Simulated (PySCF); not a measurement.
CH4OSeTe, SMILES CO[Te][SeH].

Coordinates come from a PBE0-D3(BJ)/def2-SVP optimisation. The structure was generated by enumeration, and PubChem lists no compound with its InChIKey, so it may never have been made. The def2 effective core potentials stand for the cores of Te; spin–orbit coupling is left out. The values are those of a single conformer.

Two levels are set side by side: PBE/def2-TZVP (PySCF) and CAM-B3LYP/def2-TZVP (PySCF). Same geometry, gas phase. Differences are taken from unrounded values.

```csv
quantity,CAM-B3LYP,PBE,PBE minus CAM-B3LYP
orbital gap (eV),6.94,2.82,-4.13
highest occupied level (eV),-7.72,-5.32,2.39
lowest empty level (eV),-0.77,-2.51,-1.74
dipole moment (D),1.76,1.59,-0.17
mean polarisability (bohr³),80.2,84.1,4.0
```

PBE's occupied levels lie high since its potential decays too fast outside the molecule; exact exchange lowers them and widens the gap. Loosely held outer electrons make PBE densities more polarisable. Differences between two approximate levels are no errors against the true value.

Rough cost on one machine, each run with all the roots and properties that it gave: CAM-B3LYP against PBE within a factor of 2.
